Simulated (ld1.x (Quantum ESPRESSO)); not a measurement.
cobalt: variants of one RRKJ potential

Base potential:

ld1.x (Quantum ESPRESSO) 7.5 input, shortened:

```
&input
   title='Co', zed=27., rel=1, dft='PBESOL', iswitch=3,
   config='[Ar] 3d7 4s2 4p0'
 /
 &inputp
   pseudotype=2, tm=.false., lloc=0,
   nlcc=.true., new_core_ps=.true., rcore=0.85
 /
3
4P  2  1   0.00   0.00  3.15  3.15  0.0
3D  3  2   7.00   0.00  1.00  1.00  0.0
4S  1  0   2.00   0.00  2.25  2.25  0.0
 &test
   configts(1)='3d7 4s2 4p0'
 /
```

Cutoffs, loose and tight: the cutoffs (Ry, on a coarse ladder) from which the occupation-weighted sum of valence levels, in a spherical-Bessel basis at the reference potential, stays within 10 and 1 mRy of its value at 400 Ry. They do not see the model core or the augmentation charge, which bear on the density cutoff. Test errors are all-electron minus pseudo excitation energies from the reference, over the configurations 3d7 4s1 4p0; 3d7 4s0 4p0; 3d6 4s0 4p0; 3d7 4s1 4p1; 3d5 4s0 4p0; 3d7.5 4s1.5 4p0; 3d8 4s0 4p0. A dash means not determined; rows that change the core or the reference have their own tests.

| change | outcome | cutoff, loose | cutoff, tight | bound ghosts | largest test error (meV) |
| --- | --- | --- | --- | --- | --- |
| base | generated | 160 Ry | 230 Ry | none | -2411 |
| all radii but the core radius scaled by about 0.79 (s 1.78, p 2.48, d 0.78 bohr) | generated | 260 Ry | 300 Ry | none | -2560 |
| all radii but the core radius scaled by about 0.92 (s 2.08, p 2.92, d 0.92 bohr) | generated | 200 Ry | 230 Ry | none | -2433 |
| all radii but the core radius scaled by about 1.12 (s 2.50, p 3.52, d 1.12 bohr) | generated | 140 Ry | 200 Ry | none | -2472 |
| all radii but the core radius scaled by about 1.24 (s 2.80, p 3.92, d 1.24 bohr) | generated | 120 Ry | 160 Ry | none | -2701 |
| all radii but the core radius scaled by about 1.40 (s 3.14, p 4.40, d 1.40 bohr) | generated | 90 Ry | 140 Ry | none | -2992 |

Reading the sweep of the scale of all radii but the core radius (base = 1) (base included, trends over the rows without a ghost): The loose cutoff falls from 260 Ry at 0.79 to 90 Ry at 1.4. A larger radius leaves more room for a smooth pseudo-wave, so fewer plane waves are needed; a smaller one forces it to follow the all-electron wave where it bends sharply. The median size of the test errors (rows with all tests solved) is not monotonic: lowest 63.9 meV at 1.24, highest 99.6 meV at 1.4.
